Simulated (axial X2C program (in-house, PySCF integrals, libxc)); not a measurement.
## Spin–orbit effects down a group: molecules with B, PBE0

All values come from calculations with an axial X2C code built on PySCF integrals, spin-free (one-electron X2C) or two-component (2c: spin–orbit coupling with atomic mean-field Coulomb and Gaunt terms, which also bring small scalar terms), in Dyall basis sets with cores contracted in-house; open shells are unrestricted.

Basis sets: B dyall-v3z, Ni dyall-cv3z, Pd dyall-cv3z, Pt dyall-cv3z.

```
molecule   spin-free state  Re (Å)  ωe (cm⁻¹)  De (eV)  2c state  Re 2c (Å)  ωe 2c (cm⁻¹)  De 2c (eV)
     NiB  M_S = 1/2, Λ = 2   1.884      580.6     2.35   Ω = 5/2      1.884         580.3         n/a
     PdB  M_S = 1/2, Λ = 0   1.773      763.2     3.76   Ω = 1/2      1.773         762.2        3.76
     PtB  M_S = 1/2, Λ = 0   1.751      929.3     5.53   Ω = 1/2      1.752         924.7        5.24
```

Each entry is the lowest single determinant of a limited PBE0 search at one distance. De goes to single-determinant-based atoms at the same level (for ions the charge split of lowest energy) and is withheld (n/a) where an atom does not fit its ground term or J level. Main or longest-lived isotopes. Some light 2c atoms are not at their ground J level, so De misses part of their lowering (0.04 eV or less). The functionals have no current term, which raises determinants with orbital currents.
